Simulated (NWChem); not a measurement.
BHF2; SMILES FBF

### Question
Give the equilibrium geometry at B3LYP/6-31G* (spherical d) (NWChem) as an XYZ file, with the point group.

### Answer
point group C2v; any orientation.
```
4

B      0.0000     0.0000    -0.4577
H      0.0000     0.0000    -1.6471
F     -1.1335     0.0000     0.2189
F      1.1335     0.0000     0.2189
```
